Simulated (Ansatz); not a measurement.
Isolated molecules relaxed with PBE0-D4/def2-TZVP in Ansatz; ΔE leaves out vibrations. CCSD(T)/CBS is the MP2 limit (def2-TZVPP, def2-QZVPP) plus CCSD(T) − MP2 in def2-TZVPP, frozen cores. def2 core potentials past Kr. For Sn outer-core shells are correlated without core-valence functions, which leaves a few kJ/mol of doubt a bond. Each species was taken in one conformer, which may not be the lowest.

Reaction (substitution at a C–Sn bond): `C=[CH][SnH3]` + `FC(F)(F)S` → `C=CSC(F)(F)F` + `[SnH4]`

```csv
species,CCSD/def2-TZVPP energy (Eh)
`C=[CH][SnH3]`,-293.24860
`FC(F)(F)S`,-735.55367
`C=CSC(F)(F)F`,-812.78160
`[SnH4]`,-216.01263
```

Problem. Work out ΔE.

Solution. ΔE = (-812.78160) + (-216.01263) − (-293.24860) − (-735.55367) = 0.00804 Eh = +0.22 eV. CCSD(T)/CBS gives +0.22 eV.

Largest T1 diagnostic among the species: 0.013.

The D4 term adds −0.04 eV with B3LYP and −0.02 eV with PBE0; it sums over pairs of atoms, weighted by their polarisabilities, and B3LYP, whose exchange is more repulsive, gets the larger term. From PBE to PBE0 (25 % exact exchange), in def2-TZVPP and without D4, ΔE moves by +0.04 eV.

B3LYP here is the variant with VWN-RPA as its local correlation; programs differ in this.
